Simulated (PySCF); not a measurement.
Ionisation energy of Hg⁴⁹⁺ by level of theory

Hg⁴⁹⁺ [Ar] 3d10 4s2 4p1 [4p1/2^1, M_J = 1/2] → Hg⁵⁰⁺ [Ar] 3d10 4s2, as a difference of total energies. All numbers are calculated (PySCF 2.14, the two-component X2C-1e Hamiltonian, in an uncontracted even-tempered set (16 s from 7.1 bohr⁻², ratio 2.8; 13 p from 9.3 bohr⁻², ratio 2.8; 8 d from 16 bohr⁻², ratio 2.8; 4 f from 38 bohr⁻², ratio 3)). Correlated levels: [Ne] frozen; the 72 highest virtual spinors dropped. "Screened" scales the spin-orbit matrix elements by Boettger's factors to mimic the two-electron term; Breit and QED terms are absent.

| method | ionisation energy (eV) |
| --- | --- |
| GHF (spin-free) | 2702.0 |
| GMP2 (spin-free) | 2702.8 |
| GHF (screened spin-orbit) | 2807.6 |
| GMP2 (screened spin-orbit) | 2808.3 |

Breit and QED terms and the two-electron picture change are absent.

The spin-free rows lack the spin-orbit shift.

For comparison: 2815 ± 4 eV (theoretical estimate listed by NIST; NIST Atomic Spectra Database, ionization energies).
